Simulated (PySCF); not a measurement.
# Ar²⁺ (argon, charge +2) across methods

[Ne] 3s2 3p4, high-spin 3P determinant. Calculation: PySCF 2.14, in aug-cc-pwCVQZ (10s9p7d5f3g, 134 functions); no relativity, point nucleus. The B2PLYP total includes its PT2 part (frozen core); its orbital energies are those of the SCF part.

| method | E (hartree) | mean ε 3s β (eV) | mean ε 3p α (eV) | mean ε 3p β (eV) | Σ⟨r²⟩ (bohr²) | ⟨S²⟩ |
| --- | --- | --- | --- | --- | --- | --- |
| MN15 | -525.9408 | -51.089 | -39.276 | -37.142 | 15.49 | 2.002 |
| UHF | -525.31322 | -55.685 | -43.572 | -40.450 | 15.70 | 2.010 |
| wB97X-V | -525.8783 | -53.565 | -40.956 | -38.659 | 15.64 | 2.003 |
| PBE0 | -525.7956 | -50.664 | -38.497 | -36.024 | 15.60 | 2.004 |
| LDA | -524.3352 | -48.708 | -36.462 | -34.119 | 15.65 | 2.002 |
| PBE | -525.7543 | -48.504 | -36.477 | -34.168 | 15.62 | 2.003 |
| B2PLYP | -525.8376 | -52.653 | -40.307 | -37.682 | 15.66 | 2.005 |
| r2SCAN | -525.9205 | -48.763 | -37.167 | -34.614 | 15.60 | 2.006 |
